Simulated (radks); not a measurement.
Results of a calculation; reference values are marked as such.
Species: neutral oxygen. Configuration: [He] 2s2 2p4. Code: a radial shooting solver on a logarithmic mesh with Libxc functionals. Model: scalar-relativistic Kohn-Sham, XLYP, spin-polarised, spherical densities, point nucleus; open shells are filled with parallel spins first.

Normalised radial functions P(r) = r R(r), r in bohr:

| r | 1s down | 2p down |
|---|---|---|
| 0.006978 | 0.2870 | 0.0007 |
| 0.008661 | 0.3513 | 0.0011 |
| 0.01075 | 0.4286 | 0.0016 |
| 0.01334 | 0.5208 | 0.0025 |
| 0.01642 | 0.6253 | 0.0037 |
| 0.02038 | 0.7515 | 0.0057 |
| 0.0253 | 0.8964 | 0.0086 |
| 0.0314 | 1.0592 | 0.0129 |
| 0.03866 | 1.2304 | 0.0189 |
| 0.04798 | 1.4174 | 0.0281 |
| 0.05955 | 1.6044 | 0.0414 |
| 0.07391 | 1.7772 | 0.0604 |
| 0.09172 | 1.9170 | 0.0870 |
| 0.1129 | 1.9995 | 0.1220 |
| 0.1402 | 2.0090 | 0.1703 |
| 0.174 | 1.9227 | 0.2330 |
| 0.2159 | 1.7338 | 0.3112 |
| 0.2658 | 1.4653 | 0.4003 |
| 0.3299 | 1.1281 | 0.5033 |
| 0.4094 | 0.7795 | 0.6092 |
| 0.5082 | 0.4722 | 0.7063 |
| 0.6256 | 0.2506 | 0.7787 |
| 0.7765 | 0.1072 | 0.8168 |
| 0.9637 | 0.0362 | 0.8067 |
| 1.196 | 0.0091 | 0.7479 |
| 1.473 | 0.0017 | 0.6537 |
| 1.828 | 0.0002 | 0.5318 |
| 2.268 | 0.0000 | 0.4025 |
| 2.815 | 0.0000 | 0.2810 |
| 3.466 | 0.0000 | 0.1816 |
| 4.302 | 0.0000 | 0.1023 |
| 5.339 | 0.0000 | 0.0487 |

1s down: eigenvalue -514.71 eV, 0 radial nodes, <r> = 0.199 bohr, 90 % of the charge inside 0.357 bohr. 2p down: eigenvalue -7.289 eV, 0 radial nodes, <r> = 1.35 bohr, 90 % of the charge inside 2.41 bohr.
